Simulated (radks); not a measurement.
Values are calculated unless marked as measured or tabulated.
All-electron atom: S2+ in [Ne] 3s2 3p2. Code: a radial shooting solver on a logarithmic mesh with Libxc functionals. Model: scalar-relativistic Kohn-Sham, r2SCAN, spin-polarised, spherical densities, finite nucleus; open shells are filled with parallel spins first; meta-GGA in the generalised Kohn-Sham scheme; Fermi nuclear charge, rms radius 3.2611 fm.

Normalised radial functions P(r) = r R(r), r in bohr:

r,2p down,3p up
0.007499,0.0072,0.0022
0.008455,0.0090,0.0028
0.009609,0.0115,0.0036
0.01092,0.0147,0.0046
0.01231,0.0184,0.0058
0.014,0.0234,0.0073
0.01578,0.0293,0.0092
0.01793,0.0371,0.0116
0.02022,0.0462,0.0145
0.02298,0.0583,0.0183
0.02591,0.0724,0.0227
0.02945,0.0908,0.0284
0.03347,0.1136,0.0355
0.03774,0.1395,0.0436
0.04289,0.1730,0.0541
0.04836,0.2107,0.0658
0.05497,0.2586,0.0807
0.06198,0.3115,0.0971
0.07044,0.3774,0.1174
0.07942,0.4484,0.1393
0.09026,0.5343,0.1655
0.1026,0.6304,0.1946
0.1157,0.7289,0.2240
0.1315,0.8414,0.2570
0.1482,0.9514,0.2883
0.1685,1.0695,0.3203
0.1899,1.1760,0.3471
0.2159,1.2791,0.3694
0.2434,1.3599,0.3819
0.2766,1.4216,0.3825
0.3144,1.4509,0.3664
0.3545,1.4442,0.3334
0.4029,1.3976,0.2767
0.4543,1.3172,0.2026
0.5163,1.1958,0.1018
0.5822,1.0551,-0.0107
0.6617,0.8862,-0.1456
0.746,0.7212,-0.2815
0.8479,0.5506,-0.4286
0.9637,0.3968,-0.5669
1.087,0.2756,-0.6774
1.235,0.1749,-0.7653
1.392,0.1076,-0.8102
1.582,0.0594,-0.8129
1.784,0.0310,-0.7731
2.028,0.0140,-0.6909
2.286,0.0059,-0.5867
2.599,0.0021,-0.4608
2.953,0.0006,-0.3356
3.33,0.0002,-0.2313
3.785,0.0000,-0.1426
4.267,0.0000,-0.0829
4.85,0.0000,-0.0418
5.468,0.0000,-0.0197
6.215,0.0000,-0.0078
7.008,0.0000,-0.0028
7.964,0.0000,-0.0008

2p down: eigenvalue -184.62 eV, 0 radial nodes, <r> = 0.441 bohr, 90 % of the charge inside 0.733 bohr. 3p up: eigenvalue -29.375 eV, 1 radial node at r = 0.576 bohr, <r> = 1.75 bohr, 90 % of the charge inside 2.65 bohr.
